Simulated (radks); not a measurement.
The numbers below are computed, except where a source is named.
Q: These are the eigenvalues of the occupied orbitals of an atom or ion with whole-number occupations (eV). Level of theory: scalar-relativistic Kohn-Sham, PBE, spin-polarised, spherical densities, finite nucleus; Fermi nuclear charge, rms radius of each element as measured or else 0.836 A^(1/3) + 0.57 fm (a radial shooting solver on a logarithmic mesh with Libxc functionals).

1s down: -8937.008
1s up: -8937.001
2s up: -1151.996
2s down: -1148.889
2p up: -1005.951
2p down: -1003.620
3s up: -199.6700
3s down: -193.8778
3p up: -156.2221
3p down: -150.5079
3d up: -85.9819
3d down: -80.2555
4d up: -29.1872

Which element is it, and in what charge state? The configuration may be excited. Open shells, if any, are filled with parallel spins first.

A: Z = 29, copper, charge +4: Cu4+ in [Ar] 3d6 4d1. The list shows which subshells hold electrons but not how many an open one holds; the 1s level, -328.43 hartree, gives Z - s = 25.6 by -(Z - s)^2/2, which with screening and relativity narrows Z to a few neighbours, and the depths of the outer levels then fix element, charge and occupations together.
